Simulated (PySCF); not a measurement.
C2H9FSi3, SMILES [SiH3][C@@H]1C[Si@H]([SiH2]1)F. The structure is a stationary point at PBE-D3(BJ)/def2-SVP. The structure was generated by enumeration; whether it is a known compound was not checked.

Computed equilibrium geometry at PBE-D3(BJ)/def2-SVP (PySCF confirms it by a frequency run) as Cartesian coordinates in Å:
```xyz
15

F      2.2631     0.1154    -1.6832
Si     1.5869    -0.7102    -0.4244
C     -0.2756    -1.0071    -0.7289
C     -0.8326     0.3334    -0.1299
Si    -2.6089     0.2700     0.5174
Si     0.5799     0.7184     1.1417
H      2.4855    -1.8924    -0.1701
H     -0.5878    -1.8787    -0.1092
H     -0.6066    -1.2153    -1.7681
H     -0.7685     1.1364    -0.8978
H     -3.0036     1.5947     1.1164
H     -2.7025    -0.7915     1.5829
H     -3.5898    -0.0723    -0.5757
H      0.9271     2.1657     1.3628
H      0.3169     0.0618     2.4740
```
Charge 0, spin multiplicity 1.
